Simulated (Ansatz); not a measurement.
Computed with Ansatz on PBE0-D4/def2-TZVP structures; ΔE is electronic, products minus reactants. CCSD(T)/CBS adds triple-zeta CCSD(T) − MP2 to the extrapolated MP2 energy (def2 sets, frozen cores). This one scheme is used for every species. Functionals use def2-TZVPP. Elements past krypton have def2 core potentials. For In outer-core shells are correlated without core-valence functions, which leaves a few kJ/mol of doubt a bond. Each species was taken in one conformer, which may not be the lowest.

Consider the ligand exchange at the In–C bond: `[InH2][CH2]N1[SiH2][SiH2]1` + `OBF` → `FB[O][InH2]` + `CN1[SiH2][SiH2]1`.

`[InH2][CH2]N1[SiH2][SiH2]1`:

Z-matrix (Å, degrees):
```
C
N 1 1.457
In 1 2.176 2 99.9
H 1 1.091 2 110.7 3 120.0
H 1 1.091 2 110.6 3 -120.0
Si 2 1.737 1 139.8 3 96.7
Si 2 1.737 1 139.9 3 -95.9
H 3 1.729 1 119.0 2 -84.3
H 3 1.729 1 119.0 2 83.8
H 6 1.489 2 117.1 1 -72.6
H 6 1.489 2 116.6 1 59.0
H 7 1.489 2 117.1 1 72.7
H 7 1.489 2 116.6 1 -59.0
```

`OBF`:

Cartesian coordinates in Å:
```
O -0.620 -0.644 0.458
B -0.018 0.333 -0.243
F 1.311 0.414 -0.276
H -0.002 -1.234 0.902
H -0.671 1.131 -0.840
```

`FB[O][InH2]`:

```xyz
7

F    -0.716    0.516    1.258
B     0.414   -0.285    1.284
O     0.908   -0.643    0.123
In   -0.277    0.188   -1.350
H     0.827   -0.571    2.368
H     0.339    1.694   -1.849
H    -1.495   -0.899   -1.834
```

`CN1[SiH2][SiH2]1`:

Cartesian coordinates in Å:
```
C 0.890 -0.551 1.202
N 0.067 -0.068 0.123
Si -0.270 -0.409 -1.539
Si -1.037 1.217 -0.225
H 0.428 -0.338 2.171
H 1.026 -1.634 1.134
H 1.884 -0.089 1.197
H -0.985 -1.683 -1.831
H 0.843 -0.247 -2.515
H -2.342 1.194 0.493
H -0.504 2.608 -0.210
```

| level | ΔE (kJ/mol) | difference from CCSD(T)/CBS |
| --- | --- | --- |
| LDA (SPW92) | -83.0 | 12.0 |
| ωB97M-V | -96.3 | -1.3 |
| B2PLYP | -98.4 | -3.4 |
| r2SCAN0 | -97.6 | -2.6 |
| BHLYP | -104.1 | -9.1 |
| CAM-B3LYP | -103.5 | -8.5 |
| HF/def2-SVP | -112.2 | -17.2 |
| CCSD/def2-SVP | -103.5 | -8.5 |
| CCSD/def2-TZVPP | -94.3 | 0.7 |
| CCSD(T)/def2-TZVPP | -92.3 | 2.7 |
| CCSD(T)/CBS | -95.0 | 0 |

Q: What do rigid-rotor, harmonic-oscillator terms from PBE0-D4/def2-TZVP frequencies (298.15 K, 1 bar) make of the CCSD(T)/CBS value? (Best estimate.)

A: The calculation gave: ΔZPE = +1.6 kJ/mol, ΔH = -93.6 kJ/mol, ΔS = 6 J/(mol·K), ΔG = -95.3 kJ/mol. Modes under 50 cm⁻¹ make the entropy rough.

Largest T1 diagnostic among the species: 0.016.

From BLYP to BHLYP (50 % exact exchange), in def2-TZVPP and without D4, ΔE moves by −4.9 kJ/mol. In def2-TZVPP, CCSD(T) changes the Hartree–Fock value by +19.0 kJ/mol (the triples alone add +2.0 kJ/mol) and MP2 by +22.9 kJ/mol. At CCSD(T), def2-SVP lies −6.7 kJ/mol from the extrapolated value and def2-TZVPP +2.7 kJ/mol.
